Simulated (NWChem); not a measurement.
# NH₄ cation; SMILES [NH4+]

```xyz
5

N      0.0000     0.0000     0.0000
H     -0.5910    -0.5910    -0.5910
H      0.5910     0.5910    -0.5910
H     -0.5910     0.5910     0.5910
H      0.5910    -0.5910     0.5910
```
Atoms are numbered in this order, from 1.

Computed with NWChem. Pople sets run with spherical d functions. All runs use the structure optimised with PBE0-D3(BJ)/def2-TZVP.

Question: Taking TPSS/6-311++G** as the yardstick, which of these has the fewest basis functions while keeping “highest occupied level (eV)” within 0.2 eV of it: TPSS/STO-3G; TPSS/6-31+G*; TPSS/3-21G; TPSS/6-311G**; TPSS/6-31G*?

Answer: TPSS/3-21G.
```json
[
 {"level": "TPSS/STO-3G", "basis functions": "9", "highest occupied level (eV)": "-21.60"},
 {"level": "TPSS/3-21G", "basis functions": "17", "highest occupied level (eV)": "-21.37"},
 {"level": "TPSS/6-31G*", "basis functions": "22", "highest occupied level (eV)": "-21.29"},
 {"level": "TPSS/6-31+G*", "basis functions": "26", "highest occupied level (eV)": "-21.29"},
 {"level": "TPSS/6-311G**", "basis functions": "42", "highest occupied level (eV)": "-21.21"},
 {"level": "TPSS/6-311++G**", "basis functions": "50", "highest occupied level (eV)": "-21.21"}
]
```

The yardstick is one finite set, not the basis-set limit.
